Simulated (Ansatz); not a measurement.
Relaxation of FGeH₅ (7 atoms, charge 0, multiplicity 1), to a largest force component of 0.03 eV/Å in at most 50 steps.

All numbers below come from RKS PBE0-D4/def2-mTZVP (Ansatz 0.2.0).

```xyz
7
Properties=species:S:1:pos:R:3
Ge -0.429 0.000 -0.436
H 0.135 0.000 2.270
H 0.916 0.000 0.297
H -0.620 1.269 -1.277
H -0.620 -1.269 -1.277
F -1.721 0.000 0.689
H -0.546 0.000 2.465
```

Problem. Where does it end, and by what steps?

Solution. The run converged. After 6 steps the energy has fallen by 0.243 eV; H2 moved furthest, 1.00 Å.

```json
{"step": "0", "energy less start (eV)": "0.0000", "largest force component (eV/Å)": "1.471", "accepted": "yes"}
{"step": "1", "energy less start (eV)": "-0.1464", "largest force component (eV/Å)": "0.422", "accepted": "yes"}
{"step": "2", "energy less start (eV)": "-0.2004", "largest force component (eV/Å)": "0.359", "accepted": "yes"}
{"step": "3", "energy less start (eV)": "-0.2273", "largest force component (eV/Å)": "0.125", "accepted": "yes"}
{"step": "4", "energy less start (eV)": "-0.2364", "largest force component (eV/Å)": "0.090", "accepted": "yes"}
{"step": "5", "energy less start (eV)": "-0.2399", "largest force component (eV/Å)": "0.358", "accepted": "yes"}
{"step": "6", "energy less start (eV)": "-0.2434", "largest force component (eV/Å)": "0.017", "accepted": "yes"}
```

```xyz
7
Properties=species:S:1:pos:R:3
Ge -0.470 0.000 -0.735
H 0.190 0.000 3.271
H 0.869 0.000 0.013
H -0.677 1.275 -1.562
H -0.677 -1.275 -1.562
F -1.718 0.000 0.487
H -0.403 0.000 2.821
```

The run took 16 s on 1 thread of Intel(R) Xeon(R) Processor @ 2.70GHz, on a shared host, peak memory 0.14 GiB.
